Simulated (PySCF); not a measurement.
GeF2ClBr, SMILES [F][Ge]([F])([Cl])[Br].

Coordinates come from a PBE0-D3(BJ)/def2-SVP optimisation. This is a generated structure with no PubChem entry under its InChIKey; it may be hypothetical.

These are PBE0-D3(BJ)/def2-SVP (PySCF 2.14.0) values and carry that method's errors.

Frequencies are harmonic and unscaled.

```csv
mode,ν (cm⁻¹),IR (km/mol),moving atoms (share of kinetic energy)
1,116,0.5,"Cl 49 %, Br 22 %, F 14 %, Ge 14 %"
2,152,1.0,"F 80 %, Br 11 %"
3,184,8.6,"F 44 %, Ge 29 %, Cl 25 %"
4,219,25.0,"F 65 %, Br 24 %"
5,237,21.1,"F 77 %, Ge 13 %, Cl 8 %"
6,340,50.4,"Ge 45 %, Br 36 %, F 9 %, Cl 9 %"
7,469,88.3,"Cl 60 %, Ge 37 %"
8,746,78.8,"F 82 %, Ge 18 %"
9,772,73.7,"F 75 %, Ge 25 %"
```
